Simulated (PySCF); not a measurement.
C6H8NOP.
Numbering: `[CH3:1][P@@H:2](=[O:3])[c:4]1[cH:5][cH:6][n:7][cH:8][cH:9]1`

Structure used (GFN2-xTB), in Å, numbered top down from 1:
```xyz
17
C6H8NOP angstrom
C     -2.5572   -0.1917    0.5764
P     -1.4302    0.3222   -0.7654
O     -1.7057    1.6533   -1.3048
C      0.2536    0.1015   -0.1235
C      0.7613   -1.1464    0.2122
C      2.0520   -1.2083    0.7131
N      2.8165   -0.1431    0.8834
C      2.3307    1.0414    0.5572
C      1.0521    1.2221    0.0491
H     -2.3099   -1.1729    0.9687
H     -2.4909    0.5548    1.3675
H     -3.5714   -0.1903    0.1801
H     -1.5439   -0.7135   -1.6965
H      0.1676   -2.0389    0.0797
H      2.4997   -2.1532    0.9928
H      2.9983    1.8789    0.7115
H      0.6703    2.1961   -0.2182
```

Probes without a nucleus sit at each ring's centroid and 1 Å off its mean plane on both sides; NICS is minus the shielding there, NICSzz its component along the normal. Level: GIAO PBE0/pcSseg-1 (PySCF, non-relativistic, gas phase) on the GFN2-xTB geometry, one conformer.

Ring bond lengths (Å), with Mayer bond orders in brackets: C4–C5 1.388 (1.35), C5–C6 1.386 (1.40), C6–N7 1.322 (1.48), N7–C8 1.321 (1.48), C8–C9 1.388 (1.38), C9–C4 1.387 (1.43).

Question: What do the NICS probes read (ppm)?

Answer: 
```
             ring                                               type  NICS(0)  NICS(1), two faces  NICS(1)zz, two faces  rms pucker (Å)  centre to ring atoms, mean (Å)
C4–C5–C6–N7–C8–C9  6-membered ring with N; formal bonds all aromatic     -7.3       -11.5 / -11.5         -29.0 / -28.6            0.00                            1.37
```

Question: What can be read from them?

Answer: 
- C4–C5–C6–N7–C8–C9: mean NICS(1)zz -28.8 ppm, shielded, aromatic by this magnetic criterion (flat ring, no four-coordinate atom).

Question: What does the geometric index give? Use HOMA with the parameters of Krygowski (1993).

Answer: 
- C4–C5–C6–N7–C8–C9: HOMA 0.99; the largest term is that of N7–C8, α(R − Ropt)² = 0.02. The geometric and the magnetic index point the same way.

Question: What field does 11.7 T along the ring normal induce along that normal at the second NICS(1) probe listed for ring C4–C5–C6–N7–C8–C9, 1 Å off the ring?

Answer: NICSzz × B0 = -28.6 ppm × 11.7 T = -335 μT, against the applied field.

Question: Give the inner angles of the rings and the Hirshfeld charges of the ring atoms.

Answer: 
- C4–C5–C6–N7–C8–C9: C4 119.1° (-0.044 e), C5 117.9° (-0.051 e), C6 123.3° (+0.020 e), N7 118.5° (-0.155 e), C8 123.1° (+0.025 e), C9 118.1° (-0.041 e); sum 720.0° against 720° for a flat convex ring.

The run took about 90 s of CPU time (one thread, shared machine). This is the whole shielding run at PBE0/pcSseg-1, SCF included.
